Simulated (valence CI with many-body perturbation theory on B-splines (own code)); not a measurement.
# Questions on Sb²⁰⁺

Method: configuration interaction combined with many-body perturbation theory (CI+MBPT): three valence electrons over a frozen Dirac-Fock core [Ar] 3d10, radial functions for each j: 11 s, 11 p, 9 d, 7 f, 5 g, 2 h, 1 i, with the one-electron correlation potential Σ1 (screened to all orders), the two-electron term Σ2, the three-electron term Σ3, Breit, model QED; selected single and double excitations, second order for the rest (own B-spline code, finite nucleus).

No measured spectrum was set against this ion. As an estimate, levels hold to about 250 cm⁻¹ or 0.2 % of their energy and the worst to 1 %, as in measured heavy ions of charge 2 to 7; those with d or f electrons hold less well.

Names give the largest LS component (configuration and term), which can be under half, so a name can repeat, a term be missing and a line seem to break the LS rules; names also repeat where a configuration has a term twice.

Rates and lifetimes use the calculated energies. Strong lines usually hold to 10 to 20 %, long lifetimes can be off by a factor of two.

What is the ground level?

4s2 4p 2P°_1/2, composition 99 % 4s2 4p 2P°, g = 0.664.

How is the term 2P° of the ground level split?

J = 1/2 at 0, J = 3/2 at 99626 cm⁻¹.

Name the longest-lived excited levels whose lifetime is computed, and their main decay.

4s2 4p 2P°_3/2 at 99626 cm⁻¹ lives 112 μs, mostly by M1 to 4s2 4p 2P°_1/2. The lifetime of 4s 4p 4d 4F°_9/2 is too uncertain to give, and may be longer.

What is the ionisation energy?

585.52 eV; NIST lists 584 ± 4 eV (theoretical).

What are the static dipole polarisabilities of the lowest levels?

4s2 4p 2P°_1/2 0.263; 4s2 4p 2P°_3/2 0.276 (tensor 0.024) bohr³, of which the core gives 0.0163.

Where does the other parity begin?

At 4s 4p2 4P_1/2, 346210 cm⁻¹.

Among levels below 1715000 cm⁻¹, which E1 lines absorb most strongly from the ground level?

to 4s2 4d 2D_3/2 at 13.26 nm, f = 0.839; to 4s 4p2 2P_1/2 at 19.11 nm, f = 0.444; to 4s 4p2 2D_3/2 at 20.40 nm, f = 0.300.
